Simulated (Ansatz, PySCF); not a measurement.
Dissociation curve of ClLi, singlet.

UHF/cc-pVDZ (Ansatz, an electronic-structure program); RHF/cc-pVDZ (Ansatz); UKS-PBE = unrestricted PBE/cc-pVDZ in Ansatz; RKS-PBE = Ansatz with restricted PBE/cc-pVDZ; UKS-PBE0 = unrestricted PBE0/cc-pVDZ (Ansatz); RKS-PBE0 = restricted PBE0/cc-pVDZ (Ansatz); UKS-B3LYP/6-31G* = unrestricted B3LYP/6-31G*, spherical d (PySCF); RKS-B3LYP/6-31G* = restricted B3LYP/6-31G*, spherical d run with PySCF; UKS-B3LYP/3-21G = PySCF with unrestricted B3LYP/3-21G; RKS-B3LYP/3-21G = PySCF with restricted B3LYP/3-21G; UKS-M06-2X/6-31G* = unrestricted M06-2X/6-31G*, spherical d (PySCF); RKS-M06-2X/6-31G* = restricted M06-2X/6-31G*, spherical d in PySCF.

Scanned distances (Å): 1.67, 1.80, 1.89, 2.01, 2.07, 2.19, 2.24, 2.34, 2.39, 2.50, 2.62, 2.71, 2.92, 3.09, 3.36, 3.68, 4.08, 4.51, 5.09, 5.71, 6.73, 7.78.

**Question.** Where does the unrestricted solution first break spin symmetry (<S²> of 0.01 or more)?

**Answer.** UHF: between 4.51 and 5.09 Å; UKS-PBE: between 3.68 and 4.08 Å; UKS-PBE0: between 3.68 and 4.08 Å; UKS-B3LYP/6-31G*: between 3.68 and 4.08 Å; UKS-B3LYP/3-21G: between 3.68 and 4.08 Å; UKS-M06-2X/6-31G*: at none of the points with a result.

```json
[
 {"R / Å": "1.67", "<S²> UHF": "0.00", "E(RHF) − E(UHF) / kcal/mol": "0.0", "<S²> UKS-PBE": "0.00", "E(RKS-PBE) − E(UKS-PBE) / kcal/mol": "0.0", "<S²> UKS-PBE0": "0.00", "E(RKS-PBE0) − E(UKS-PBE0) / kcal/mol": "0.0", "<S²> UKS-B3LYP/6-31G*": "0.00", "E(RKS-B3LYP/6-31G*) − E(UKS-B3LYP/6-31G*) / kcal/mol": "0.0", "<S²> UKS-B3LYP/3-21G": "0.00", "E(RKS-B3LYP/3-21G) − E(UKS-B3LYP/3-21G) / kcal/mol": "0.0", "<S²> UKS-M06-2X/6-31G*": "0.00", "E(RKS-M06-2X/6-31G*) − E(UKS-M06-2X/6-31G*) / kcal/mol": "0.0"},
 {"R / Å": "1.80", "<S²> UHF": "0.00", "E(RHF) − E(UHF) / kcal/mol": "0.0", "<S²> UKS-PBE": "0.00", "E(RKS-PBE) − E(UKS-PBE) / kcal/mol": "0.0", "<S²> UKS-PBE0": "0.00", "E(RKS-PBE0) − E(UKS-PBE0) / kcal/mol": "0.0", "<S²> UKS-B3LYP/6-31G*": "0.00", "E(RKS-B3LYP/6-31G*) − E(UKS-B3LYP/6-31G*) / kcal/mol": "0.0", "<S²> UKS-B3LYP/3-21G": "0.00", "E(RKS-B3LYP/3-21G) − E(UKS-B3LYP/3-21G) / kcal/mol": "0.0", "<S²> UKS-M06-2X/6-31G*": "0.00", "E(RKS-M06-2X/6-31G*) − E(UKS-M06-2X/6-31G*) / kcal/mol": "0.0"},
 {"R / Å": "1.89", "<S²> UHF": "0.00", "E(RHF) − E(UHF) / kcal/mol": "0.0", "<S²> UKS-PBE": "0.00", "E(RKS-PBE) − E(UKS-PBE) / kcal/mol": "0.0", "<S²> UKS-PBE0": "0.00", "E(RKS-PBE0) − E(UKS-PBE0) / kcal/mol": "0.0", "<S²> UKS-B3LYP/6-31G*": "0.00", "E(RKS-B3LYP/6-31G*) − E(UKS-B3LYP/6-31G*) / kcal/mol": "0.0", "<S²> UKS-B3LYP/3-21G": "0.00", "E(RKS-B3LYP/3-21G) − E(UKS-B3LYP/3-21G) / kcal/mol": "0.0", "<S²> UKS-M06-2X/6-31G*": "0.00", "E(RKS-M06-2X/6-31G*) − E(UKS-M06-2X/6-31G*) / kcal/mol": "0.0"},
 {"R / Å": "2.01", "<S²> UHF": "0.00", "E(RHF) − E(UHF) / kcal/mol": "0.0", "<S²> UKS-PBE": "0.00", "E(RKS-PBE) − E(UKS-PBE) / kcal/mol": "0.0", "<S²> UKS-PBE0": "0.00", "E(RKS-PBE0) − E(UKS-PBE0) / kcal/mol": "0.0", "<S²> UKS-B3LYP/6-31G*": "0.00", "E(RKS-B3LYP/6-31G*) − E(UKS-B3LYP/6-31G*) / kcal/mol": "0.0", "<S²> UKS-B3LYP/3-21G": "0.00", "E(RKS-B3LYP/3-21G) − E(UKS-B3LYP/3-21G) / kcal/mol": "0.0", "<S²> UKS-M06-2X/6-31G*": "0.00", "E(RKS-M06-2X/6-31G*) − E(UKS-M06-2X/6-31G*) / kcal/mol": "0.0"},
 {"R / Å": "2.07", "<S²> UHF": "0.00", "E(RHF) − E(UHF) / kcal/mol": "0.0", "<S²> UKS-PBE": "0.00", "E(RKS-PBE) − E(UKS-PBE) / kcal/mol": "0.0", "<S²> UKS-PBE0": "0.00", "E(RKS-PBE0) − E(UKS-PBE0) / kcal/mol": "0.0", "<S²> UKS-B3LYP/6-31G*": "0.00", "E(RKS-B3LYP/6-31G*) − E(UKS-B3LYP/6-31G*) / kcal/mol": "0.0", "<S²> UKS-B3LYP/3-21G": "0.00", "E(RKS-B3LYP/3-21G) − E(UKS-B3LYP/3-21G) / kcal/mol": "0.0", "<S²> UKS-M06-2X/6-31G*": "0.00", "E(RKS-M06-2X/6-31G*) − E(UKS-M06-2X/6-31G*) / kcal/mol": "0.0"},
 {"R / Å": "2.19", "<S²> UHF": "0.00", "E(RHF) − E(UHF) / kcal/mol": "0.0", "<S²> UKS-PBE": "0.00", "E(RKS-PBE) − E(UKS-PBE) / kcal/mol": "0.0", "<S²> UKS-PBE0": "0.00", "E(RKS-PBE0) − E(UKS-PBE0) / kcal/mol": "0.0", "<S²> UKS-B3LYP/6-31G*": "0.00", "E(RKS-B3LYP/6-31G*) − E(UKS-B3LYP/6-31G*) / kcal/mol": "0.0", "<S²> UKS-B3LYP/3-21G": "0.00", "E(RKS-B3LYP/3-21G) − E(UKS-B3LYP/3-21G) / kcal/mol": "0.0", "<S²> UKS-M06-2X/6-31G*": "0.00", "E(RKS-M06-2X/6-31G*) − E(UKS-M06-2X/6-31G*) / kcal/mol": "0.0"},
 {"R / Å": "2.24", "<S²> UHF": "0.00", "E(RHF) − E(UHF) / kcal/mol": "0.0", "<S²> UKS-PBE": "0.00", "E(RKS-PBE) − E(UKS-PBE) / kcal/mol": "0.0", "<S²> UKS-PBE0": "0.00", "E(RKS-PBE0) − E(UKS-PBE0) / kcal/mol": "0.0", "<S²> UKS-B3LYP/6-31G*": "0.00", "E(RKS-B3LYP/6-31G*) − E(UKS-B3LYP/6-31G*) / kcal/mol": "0.0", "<S²> UKS-B3LYP/3-21G": "0.00", "E(RKS-B3LYP/3-21G) − E(UKS-B3LYP/3-21G) / kcal/mol": "0.0", "<S²> UKS-M06-2X/6-31G*": "0.00", "E(RKS-M06-2X/6-31G*) − E(UKS-M06-2X/6-31G*) / kcal/mol": "0.0"},
 {"R / Å": "2.34", "<S²> UHF": "0.00", "E(RHF) − E(UHF) / kcal/mol": "0.0", "<S²> UKS-PBE": "0.00", "E(RKS-PBE) − E(UKS-PBE) / kcal/mol": "0.0", "<S²> UKS-PBE0": "0.00", "E(RKS-PBE0) − E(UKS-PBE0) / kcal/mol": "0.0", "<S²> UKS-B3LYP/6-31G*": "0.00", "E(RKS-B3LYP/6-31G*) − E(UKS-B3LYP/6-31G*) / kcal/mol": "0.0", "<S²> UKS-B3LYP/3-21G": "0.00", "E(RKS-B3LYP/3-21G) − E(UKS-B3LYP/3-21G) / kcal/mol": "0.0", "<S²> UKS-M06-2X/6-31G*": "0.00", "E(RKS-M06-2X/6-31G*) − E(UKS-M06-2X/6-31G*) / kcal/mol": "0.0"},
 {"R / Å": "2.39", "<S²> UHF": "0.00", "E(RHF) − E(UHF) / kcal/mol": "0.0", "<S²> UKS-PBE": "0.00", "E(RKS-PBE) − E(UKS-PBE) / kcal/mol": "0.0", "<S²> UKS-PBE0": "0.00", "E(RKS-PBE0) − E(UKS-PBE0) / kcal/mol": "0.0", "<S²> UKS-B3LYP/6-31G*": "0.00", "E(RKS-B3LYP/6-31G*) − E(UKS-B3LYP/6-31G*) / kcal/mol": "0.0", "<S²> UKS-B3LYP/3-21G": "0.00", "E(RKS-B3LYP/3-21G) − E(UKS-B3LYP/3-21G) / kcal/mol": "0.0", "<S²> UKS-M06-2X/6-31G*": "0.00", "E(RKS-M06-2X/6-31G*) − E(UKS-M06-2X/6-31G*) / kcal/mol": "0.0"},
 {"R / Å": "2.50", "<S²> UHF": "0.00", "E(RHF) − E(UHF) / kcal/mol": "0.0", "<S²> UKS-PBE": "0.00", "E(RKS-PBE) − E(UKS-PBE) / kcal/mol": "0.0", "<S²> UKS-PBE0": "0.00", "E(RKS-PBE0) − E(UKS-PBE0) / kcal/mol": "0.0", "<S²> UKS-B3LYP/6-31G*": "0.00", "E(RKS-B3LYP/6-31G*) − E(UKS-B3LYP/6-31G*) / kcal/mol": "0.0", "<S²> UKS-B3LYP/3-21G": "0.00", "E(RKS-B3LYP/3-21G) − E(UKS-B3LYP/3-21G) / kcal/mol": "0.0", "<S²> UKS-M06-2X/6-31G*": "0.00", "E(RKS-M06-2X/6-31G*) − E(UKS-M06-2X/6-31G*) / kcal/mol": "0.0"},
 {"R / Å": "2.62", "<S²> UHF": "0.00", "E(RHF) − E(UHF) / kcal/mol": "0.0", "<S²> UKS-PBE": "0.00", "E(RKS-PBE) − E(UKS-PBE) / kcal/mol": "0.0", "<S²> UKS-PBE0": "0.00", "E(RKS-PBE0) − E(UKS-PBE0) / kcal/mol": "0.0", "<S²> UKS-B3LYP/6-31G*": "0.00", "E(RKS-B3LYP/6-31G*) − E(UKS-B3LYP/6-31G*) / kcal/mol": "0.0", "<S²> UKS-B3LYP/3-21G": "0.00", "E(RKS-B3LYP/3-21G) − E(UKS-B3LYP/3-21G) / kcal/mol": "0.0", "<S²> UKS-M06-2X/6-31G*": "0.00", "E(RKS-M06-2X/6-31G*) − E(UKS-M06-2X/6-31G*) / kcal/mol": "0.0"},
 {"R / Å": "2.71", "<S²> UHF": "0.00", "E(RHF) − E(UHF) / kcal/mol": "0.0", "<S²> UKS-PBE": "0.00", "E(RKS-PBE) − E(UKS-PBE) / kcal/mol": "0.0", "<S²> UKS-PBE0": "0.00", "E(RKS-PBE0) − E(UKS-PBE0) / kcal/mol": "0.0", "<S²> UKS-B3LYP/6-31G*": "0.00", "E(RKS-B3LYP/6-31G*) − E(UKS-B3LYP/6-31G*) / kcal/mol": "0.0", "<S²> UKS-B3LYP/3-21G": "0.00", "E(RKS-B3LYP/3-21G) − E(UKS-B3LYP/3-21G) / kcal/mol": "0.0", "<S²> UKS-M06-2X/6-31G*": "0.00", "E(RKS-M06-2X/6-31G*) − E(UKS-M06-2X/6-31G*) / kcal/mol": "0.0"},
 {"R / Å": "2.92", "<S²> UHF": "0.00", "E(RHF) − E(UHF) / kcal/mol": "0.0", "<S²> UKS-PBE": "0.00", "E(RKS-PBE) − E(UKS-PBE) / kcal/mol": "0.0", "<S²> UKS-PBE0": "0.00", "E(RKS-PBE0) − E(UKS-PBE0) / kcal/mol": "0.0", "<S²> UKS-B3LYP/6-31G*": "0.00", "E(RKS-B3LYP/6-31G*) − E(UKS-B3LYP/6-31G*) / kcal/mol": "0.0", "<S²> UKS-B3LYP/3-21G": "0.00", "E(RKS-B3LYP/3-21G) − E(UKS-B3LYP/3-21G) / kcal/mol": "0.0", "<S²> UKS-M06-2X/6-31G*": "0.00", "E(RKS-M06-2X/6-31G*) − E(UKS-M06-2X/6-31G*) / kcal/mol": "0.0"},
 {"R / Å": "3.09", "<S²> UHF": "0.00", "E(RHF) − E(UHF) / kcal/mol": "0.0", "<S²> UKS-PBE": "0.00", "E(RKS-PBE) − E(UKS-PBE) / kcal/mol": "0.0", "<S²> UKS-PBE0": "0.00", "E(RKS-PBE0) − E(UKS-PBE0) / kcal/mol": "0.0", "<S²> UKS-B3LYP/6-31G*": "0.00", "E(RKS-B3LYP/6-31G*) − E(UKS-B3LYP/6-31G*) / kcal/mol": "0.0", "<S²> UKS-B3LYP/3-21G": "0.00", "E(RKS-B3LYP/3-21G) − E(UKS-B3LYP/3-21G) / kcal/mol": "0.0", "<S²> UKS-M06-2X/6-31G*": "0.00", "E(RKS-M06-2X/6-31G*) − E(UKS-M06-2X/6-31G*) / kcal/mol": "0.0"},
 {"R / Å": "3.36", "<S²> UHF": "0.00", "E(RHF) − E(UHF) / kcal/mol": "0.0", "<S²> UKS-PBE": "0.00", "E(RKS-PBE) − E(UKS-PBE) / kcal/mol": "0.0", "<S²> UKS-PBE0": "0.00", "E(RKS-PBE0) − E(UKS-PBE0) / kcal/mol": "0.0", "<S²> UKS-B3LYP/6-31G*": "0.00", "E(RKS-B3LYP/6-31G*) − E(UKS-B3LYP/6-31G*) / kcal/mol": "0.0", "<S²> UKS-B3LYP/3-21G": "0.00", "E(RKS-B3LYP/3-21G) − E(UKS-B3LYP/3-21G) / kcal/mol": "0.0", "<S²> UKS-M06-2X/6-31G*": "0.00", "E(RKS-M06-2X/6-31G*) − E(UKS-M06-2X/6-31G*) / kcal/mol": "0.0"},
 {"R / Å": "3.68", "<S²> UHF": "0.00", "E(RHF) − E(UHF) / kcal/mol": "0.0", "<S²> UKS-PBE": "0.00", "E(RKS-PBE) − E(UKS-PBE) / kcal/mol": "0.0", "<S²> UKS-PBE0": "0.00", "E(RKS-PBE0) − E(UKS-PBE0) / kcal/mol": "0.0", "<S²> UKS-B3LYP/6-31G*": "0.00", "E(RKS-B3LYP/6-31G*) − E(UKS-B3LYP/6-31G*) / kcal/mol": "0.0", "<S²> UKS-B3LYP/3-21G": "0.00", "E(RKS-B3LYP/3-21G) − E(UKS-B3LYP/3-21G) / kcal/mol": "0.0", "<S²> UKS-M06-2X/6-31G*": "0.00", "E(RKS-M06-2X/6-31G*) − E(UKS-M06-2X/6-31G*) / kcal/mol": "0.0"},
 {"R / Å": "4.08", "<S²> UHF": "0.00", "E(RHF) − E(UHF) / kcal/mol": "0.0", "<S²> UKS-PBE": "0.12", "E(RKS-PBE) − E(UKS-PBE) / kcal/mol": "0.2", "<S²> UKS-PBE0": "0.06", "E(RKS-PBE0) − E(UKS-PBE0) / kcal/mol": "0.1", "<S²> UKS-B3LYP/6-31G*": "0.01", "E(RKS-B3LYP/6-31G*) − E(UKS-B3LYP/6-31G*) / kcal/mol": "0.0", "<S²> UKS-B3LYP/3-21G": "0.01", "E(RKS-B3LYP/3-21G) − E(UKS-B3LYP/3-21G) / kcal/mol": "0.0", "<S²> UKS-M06-2X/6-31G*": "0.00", "E(RKS-M06-2X/6-31G*) − E(UKS-M06-2X/6-31G*) / kcal/mol": "0.0"},
 {"R / Å": "4.51", "<S²> UHF": "0.00", "E(RHF) − E(UHF) / kcal/mol": "0.0", "<S²> UKS-PBE": "0.29", "E(RKS-PBE) − E(UKS-PBE) / kcal/mol": "1.1", "<S²> UKS-PBE0": "0.26", "E(RKS-PBE0) − E(UKS-PBE0) / kcal/mol": "1.2", "<S²> UKS-B3LYP/6-31G*": "0.25", "E(RKS-B3LYP/6-31G*) − E(UKS-B3LYP/6-31G*) / kcal/mol": "0.9", "<S²> UKS-B3LYP/3-21G": "0.26", "E(RKS-B3LYP/3-21G) − E(UKS-B3LYP/3-21G) / kcal/mol": "0.9", "<S²> UKS-M06-2X/6-31G*": "0.00", "E(RKS-M06-2X/6-31G*) − E(UKS-M06-2X/6-31G*) / kcal/mol": "0.0"},
 {"R / Å": "5.09", "<S²> UHF": "0.98", "E(RHF) − E(UHF) / kcal/mol": "9.2", "<S²> UKS-PBE": "0.42", "E(RKS-PBE) − E(UKS-PBE) / kcal/mol": "2.6", "<S²> UKS-PBE0": "0.41", "E(RKS-PBE0) − E(UKS-PBE0) / kcal/mol": "3.5", "<S²> UKS-B3LYP/6-31G*": "0.39", "E(RKS-B3LYP/6-31G*) − E(UKS-B3LYP/6-31G*) / kcal/mol": "2.7", "<S²> UKS-B3LYP/3-21G": "0.39", "E(RKS-B3LYP/3-21G) − E(UKS-B3LYP/3-21G) / kcal/mol": "2.7", "<S²> UKS-M06-2X/6-31G*": "0.26", "E(RKS-M06-2X/6-31G*) − E(UKS-M06-2X/6-31G*) / kcal/mol": "—"},
 {"R / Å": "5.71", "<S²> UHF": "1.00", "E(RHF) − E(UHF) / kcal/mol": "17.6", "<S²> UKS-PBE": "0.49", "E(RKS-PBE) − E(UKS-PBE) / kcal/mol": "4.0", "<S²> UKS-PBE0": "0.49", "E(RKS-PBE0) − E(UKS-PBE0) / kcal/mol": "5.7", "<S²> UKS-B3LYP/6-31G*": "0.47", "E(RKS-B3LYP/6-31G*) − E(UKS-B3LYP/6-31G*) / kcal/mol": "4.4", "<S²> UKS-B3LYP/3-21G": "0.47", "E(RKS-B3LYP/3-21G) − E(UKS-B3LYP/3-21G) / kcal/mol": "4.4", "<S²> UKS-M06-2X/6-31G*": "0.40", "E(RKS-M06-2X/6-31G*) − E(UKS-M06-2X/6-31G*) / kcal/mol": "—"},
 {"R / Å": "6.73", "<S²> UHF": "1.01", "E(RHF) − E(UHF) / kcal/mol": "27.9", "<S²> UKS-PBE": "0.55", "E(RKS-PBE) − E(UKS-PBE) / kcal/mol": "5.3", "<S²> UKS-PBE0": "0.57", "E(RKS-PBE0) − E(UKS-PBE0) / kcal/mol": "8.2", "<S²> UKS-B3LYP/6-31G*": "0.54", "E(RKS-B3LYP/6-31G*) − E(UKS-B3LYP/6-31G*) / kcal/mol": "6.5", "<S²> UKS-B3LYP/3-21G": "0.55", "E(RKS-B3LYP/3-21G) − E(UKS-B3LYP/3-21G) / kcal/mol": "6.4", "<S²> UKS-M06-2X/6-31G*": "0.51", "E(RKS-M06-2X/6-31G*) − E(UKS-M06-2X/6-31G*) / kcal/mol": "—"},
 {"R / Å": "7.78", "<S²> UHF": "1.01", "E(RHF) − E(UHF) / kcal/mol": "35.1", "<S²> UKS-PBE": "0.58", "E(RKS-PBE) − E(UKS-PBE) / kcal/mol": "6.1", "<S²> UKS-PBE0": "0.61", "E(RKS-PBE0) − E(UKS-PBE0) / kcal/mol": "10.0", "<S²> UKS-B3LYP/6-31G*": "0.58", "E(RKS-B3LYP/6-31G*) − E(UKS-B3LYP/6-31G*) / kcal/mol": "7.8", "<S²> UKS-B3LYP/3-21G": "0.58", "E(RKS-B3LYP/3-21G) − E(UKS-B3LYP/3-21G) / kcal/mol": "7.8", "<S²> UKS-M06-2X/6-31G*": "0.57", "E(RKS-M06-2X/6-31G*) − E(UKS-M06-2X/6-31G*) / kcal/mol": "—"}
]
```

A dash means that the run gave no value there, or that the column was ended at a point which the program doubted or which failed a test of continuity chosen for this set; such a test can also cut sound points.
